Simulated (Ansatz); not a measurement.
Geometry optimisation of C2H8BNSi (`C=C[SiH2]BN`).

```yaml
crystal:
  periodic: [false, false, false]
  atoms:
    - {symbol: C, position_ang: [-1.582212, -0.939766, 1.996957]}
    - {symbol: C, position_ang: [-0.839481, 0.012829, 1.398062]}
    - {symbol: Si, position_ang: [0.670098, -0.331619, 0.317284]}
    - {symbol: B, position_ang: [0.351919, 0.206722, -1.612793]}
    - {symbol: N, position_ang: [1.141940, 1.185386, -2.220092]}
    - {symbol: H, position_ang: [-2.475636, -0.696595, 2.599042]}
    - {symbol: H, position_ang: [-1.330599, -2.011772, 1.911644]}
    - {symbol: H, position_ang: [-1.153090, 1.066932, 1.523525]}
    - {symbol: H, position_ang: [0.983662, -1.805360, 0.438433]}
    - {symbol: H, position_ang: [1.856263, 0.429483, 0.881022]}
    - {symbol: H, position_ang: [-0.528062, -0.306865, -2.284942]}
    - {symbol: H, position_ang: [1.906620, 1.668713, -1.743792]}
    - {symbol: H, position_ang: [1.018878, 1.487110, -3.189550]}
basis:
  gaussian: {orbitals: def2-TZVP}
hamiltonian: {xc: pbe0, dispersion: d4}
relax: {f_tol: 0.005, max_steps: 150}
```

```sh
$ ansatz run in.yaml --threads 4 --pin off --events-out ev --progress --plain --max-ram 10444MiB
```

Shortened log:

```
Functional definition: PBE0
mean field -12241.54046585 eV, -449.8683145058 hartree, gradient 1.8e-5 eV, S^2 0.000000; 0 other end points of the search recorded, 0 dependent functions left out
relax step   1: F+E_penalty+E_count = -12241.75195677 eV  Δ(F+E_penalty+E_count) = +0.000e0 eV  max|allowed force component| = 6.381e-1 eV/Å  Δτ_max = 0.0000 Å  (28 SCF iters, accepted)
mean field -12241.59101440 eV, -449.8701721308 hartree, gradient 2.4e-5 eV, S^2 0.000000; 0 other end points of the search recorded, 0 dependent functions left out
relax step   2: F+E_penalty+E_count = -12241.80371669 eV  Δ(F+E_penalty+E_count) = -5.176e-2 eV  max|allowed force component| = 1.538e-1 eV/Å  Δτ_max = 0.0331 Å  (32 SCF iters, accepted)
mean field -12241.59148338 eV, -449.8701893654 hartree, gradient 2.4e-5 eV, S^2 0.000000; 0 other end points of the search recorded, 0 dependent functions left out
relax step   3: F+E_penalty+E_count = -12241.80455663 eV  Δ(F+E_penalty+E_count) = -8.399e-4 eV  max|allowed force component| = 1.476e-1 eV/Å  Δτ_max = 0.0199 Å  (31 SCF iters, accepted)
mean field -12241.59419504 eV, -449.8702890173 hartree, gradient 2.4e-5 eV, S^2 0.000000; 0 other end points of the search recorded, 0 dependent functions left out
relax step   4: F+E_penalty+E_count = -12241.80731786 eV  Δ(F+E_penalty+E_count) = -2.761e-3 eV  max|allowed force component| = 5.945e-2 eV/Å  Δτ_max = 0.0215 Å  (31 SCF iters, accepted)
mean field -12241.59459400 eV, -449.8703036786 hartree, gradient 2.4e-5 eV, S^2 0.000000; 0 other end points of the search recorded, 0 dependent functions left out
relax step   5: F+E_penalty+E_count = -12241.80759156 eV  Δ(F+E_penalty+E_count) = -2.737e-4 eV  max|allowed force component| = 1.848e-2 eV/Å  Δτ_max = 0.0152 Å  (31 SCF iters, accepted)
mean field -12241.59466753 eV, -449.8703063810 hartree, gradient 2.4e-5 eV, S^2 0.000000; 0 other end points of the search recorded, 0 dependent functions left out
relax step   6: F+E_penalty+E_count = -12241.80764933 eV  Δ(F+E_penalty+E_count) = -5.777e-5 eV  max|allowed force component| = 5.863e-3 eV/Å  Δτ_max = 0.0065 Å  (32 SCF iters, accepted)
mean field -12241.59467959 eV, -449.8703068239 hartree, gradient 2.4e-5 eV, S^2 0.000000; 0 other end points of the search recorded, 0 dependent functions left out
relax step   7: F+E_penalty+E_count = -12241.80766461 eV  Δ(F+E_penalty+E_count) = -1.528e-5 eV  max|allowed force component| = 3.534e-3 eV/Å  Δτ_max = 0.0040 Å  (34 SCF iters, accepted)
mean field -12241.59467959 eV, -449.8703068239 hartree, gradient 2.4e-5 eV, S^2 0.000000; 1 other end points of the search recorded, 0 dependent functions left out
Total energy: -12241.80770191 eV, -449.8781352497 hartree
Atom 0 at    -1.556481    -0.934090     1.989505 Å, force     0.000052     0.000846    -0.000100 eV/Å
Atom 1 at    -0.846500     0.013926     1.384023 Å, force     0.003534    -0.001612    -0.002245 eV/Å
Atom 2 at     0.648767    -0.325045     0.317101 Å, force    -0.000036    -0.000946     0.001227 eV/Å
Atom 3 at     0.345268     0.212223    -1.606791 Å, force    -0.000968     0.001405    -0.001769 eV/Å
Atom 4 at     1.145976     1.171695    -2.206908 Å, force    -0.000164    -0.000818     0.001129 eV/Å
Atom 5 at    -2.436266    -0.707270     2.586012 Å, force    -0.000853    -0.000094     0.000274 eV/Å
Atom 6 at    -1.286125    -1.983839     1.915678 Å, force     0.000285     0.000199     0.000629 eV/Å
Atom 7 at    -1.174833     1.046572     1.500674 Å, force    -0.001306     0.000366     0.000266 eV/Å
Atom 8 at     0.952084    -1.782746     0.427358 Å, force    -0.000665    -0.000770    -0.000013 eV/Å
Atom 9 at     1.821498     0.422421     0.874893 Å, force     0.000176     0.001344     0.000696 eV/Å
Atom 10 at    -0.528029    -0.273409    -2.271183 Å, force    -0.000308     0.000269    -0.000504 eV/Å
Atom 11 at     1.904606     1.634626    -1.733396 Å, force     0.000608     0.000226     0.000266 eV/Å
Atom 12 at     1.030335     1.470133    -3.162165 Å, force    -0.000356    -0.000416     0.000144 eV/Å
Dipole moment:     0.106456     0.329338    -0.271957 e Å
```

Run time 20 s (4 threads of an Arm Neoverse V2 on a shared host); peak host memory 0.51 GiB.
